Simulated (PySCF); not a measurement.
Correlation energy of O³⁺ (oxygen, charge +3)

[He] 2s2 2p1, 2P determinant. Calculation: PySCF 2.14, in 6-31G* (3s2p1d, 14 functions); no relativity, point nucleus. Frozen: 1s2; 3 electrons correlated.

MP2 pair energies summed by pair of shells (mhartree):

```json
{"pair": "2s-2s", "energy": "-32.08", "share (%)": "71.6"}
{"pair": "2s-2p", "energy": "-12.70", "share (%)": "28.4"}
```

Total MP2 correlation energy: -44.78 mhartree.

Same-spin part -1.79 and opposite-spin part -43.00 mhartree; SCS-MP2 scales them by 1/3 and 6/5 to -52.19 mhartree.

| level | correlation energy (mhartree) |
| --- | --- |
| CCSD | -76.43 |
| (T) | -0.31 |
| CCSD(T) | -76.74 |

Diagnostics: T1 = 0.0051, D1 = 0.0097, largest double amplitude 0.141.

Cost of the coupled-cluster step: 0.07 s of wall time on 1 thread of Neoverse-V2 (shared host), for 3 correlated electrons.

Iterations:

```
CC2 = 0
CCSD nocc = (np.int64(2), np.int64(1)), nmo = (13, 13)
frozen orbitals [[0], [0]]
max_cycle = 100
direct = 0
conv_tol = 1e-08
conv_tol_normt = 1e-06
diis_space = 8
diis_start_cycle = 0
Init t2, MP2 energy = -0.0447831565621033
Init E_corr(UCCSD) = -0.0447831565665035
cycle = 1  E_corr(UCCSD) = -0.0621974019385203  dE = -0.0174142454  norm(t1,t2) = 0.0529822
cycle = 2  E_corr(UCCSD) = -0.069757916077748  dE = -0.00756051414  norm(t1,t2) = 0.0255544
cycle = 3  E_corr(UCCSD) = -0.0765212536993038  dE = -0.00676333762  norm(t1,t2) = 0.012549
cycle = 4  E_corr(UCCSD) = -0.0764061903322765  dE = 0.000115063367  norm(t1,t2) = 0.000616075
cycle = 5  E_corr(UCCSD) = -0.0764424317636361  dE = -3.62414314e-05  norm(t1,t2) = 7.33357e-05
cycle = 6  E_corr(UCCSD) = -0.076429915897845  dE = 1.25158658e-05  norm(t1,t2) = 1.8216e-05
cycle = 7  E_corr(UCCSD) = -0.076433047028947  dE = -3.1311311e-06  norm(t1,t2) = 5.83703e-06
cycle = 8  E_corr(UCCSD) = -0.0764331155234586  dE = -6.84945116e-08  norm(t1,t2) = 1.53358e-07
cycle = 9  E_corr(UCCSD) = -0.0764330898100531  dE = 2.57134054e-08  norm(t1,t2) = 9.3399e-08
cycle = 10  E_corr(UCCSD) = -0.0764330642859154  dE = 2.55241377e-08  norm(t1,t2) = 4.50203e-08
cycle = 11  E_corr(UCCSD) = -0.0764330663891625  dE = -2.1032471e-09  norm(t1,t2) = 7.82766e-09
UCCSD converged
E(UCCSD) = -71.13420929670363  E_corr = -0.07643306638916254
UCCSD(T) correction = -0.000306505417323844
```
